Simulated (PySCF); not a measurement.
EPR parameters of C4H5N2O

Species: C4H5N2O (doublet state).
Structure used (GFN2-xTB), in Å, numbered top down from 1:
```
atom  x, y, z in Å
O1    -2.0259   -0.8656   -0.9440
C2    -1.5035   -0.7155    0.3458
C3    -0.1430   -0.1298    0.3295
N4     0.4268    0.3188   -0.7355
C5     1.7177    0.8131   -0.3333
C6     1.6861    0.5316    1.1326
N7     0.6148   -0.0091    1.5083
H8    -1.4806   -0.3399   -1.5458
H9    -2.1510   -0.0615    0.9530
H10   -1.4734   -1.6963    0.8364
H11    1.8157    1.8771   -0.5519
H12    2.5176    0.2764   -0.8446
```

The hyperfine couplings belong to this conformer and change with its torsions.

The species is `[C]1CN=C(N=1)CO` [radical].

Theory: UKS B3LYP, pcH-1 on C H N O, non-relativistic, mean-field spin-orbit, GIAO in PySCF. One conformer (not necessarily the lowest) at the GFN2-xTB geometry, without solvent, vibrations or thermal averaging. The geometry wasn't refined by DFT: couplings that depend on bond lengths, twists or pyramidal angles can differ widely from those at the functional's own minimum. Stability of the SCF solution: not tested.

* g1, g2, g3: 2.00020, 2.00210, 2.00318
* g_iso: 2.00182
* Form of g: rhombic: the two nearest values differ by 36 % of g3 − g1
* ⟨S²⟩: 0.7565 (exact 0.7500)
* α and β electrons: 26, 25
* HOMO–LUMO gap, α and β orbitals: 5.46, 4.05 eV
* Total energy: -340.06153 Eh

Hyperfine couplings atom by atom, in 10⁻⁴ cm⁻¹; T1 to T3 are the principal values of the dipolar part (1 × 10⁻⁴ cm⁻¹ = 2.998 MHz):

| atom | isotope | a_iso | T1 | T2 | T3 | Mulliken spin population |
| --- | --- | --- | --- | --- | --- | --- |
| O1 | 17O | 0.4 | -1.2 | 0.5 | 0.7 | 0.01 |
| C2 | 13C | -0.8 | -0.3 | -0.2 | 0.5 | 0.00 |
| C3 | 13C | 41.9 | -3.2 | -1.8 | 5.1 | 0.09 |
| N4 | 14N | -1.3 | -1.8 | -0.3 | 2.1 | 0.00 |
| C5 | 13C | 38.0 | -4.3 | -4.2 | 8.5 | 0.05 |
| C6 | 13C | 178.4 | -22.5 | -17.1 | 39.6 | 0.85 |
| N7 | 14N | 31.2 | -2.8 | 0.0 | 2.8 | 0.01 |
| H8 | 1H | -0.2 | -0.8 | 0.1 | 0.6 | 0.00 |
| H9 | 1H | 0.5 | -0.5 | -0.4 | 0.9 | 0.00 |
| H10 | 1H | 0.4 | -0.6 | -0.4 | 1.0 | 0.00 |
| H11 | 1H | -3.8 | -2.7 | -1.8 | 4.4 | 0.00 |
| H12 | 1H | -3.8 | -2.7 | -1.8 | 4.4 | 0.00 |

Largest spin populations (Mulliken): C6 (+0.85) and C3 (+0.09). No atom but C6 exceeds +0.15.

Axes: g1 points within 10° of the C6–N7 bond.

Under fast tumbling the dipolar parts average out, and these isotropic splittings remain: 1 × 14N (N7, I = 1, 3 lines) with 3.34 mT, 2 × 1H (H11/H12, I = 1/2, 3 lines) with 0.41 mT, 1 × 14N (N4, I = 1, 3 lines) with 0.14 mT and 2 × 1H (H9/H10, I = 1/2, 3 lines) with 0.05 mT.

Means are taken over nuclei equivalent by connectivity, which assumes that they swap fast.

The 13C coupling of C6 (534.8 MHz) shows only in satellite lines or after enrichment, since that isotope makes up about 1.07 % of natural carbon.
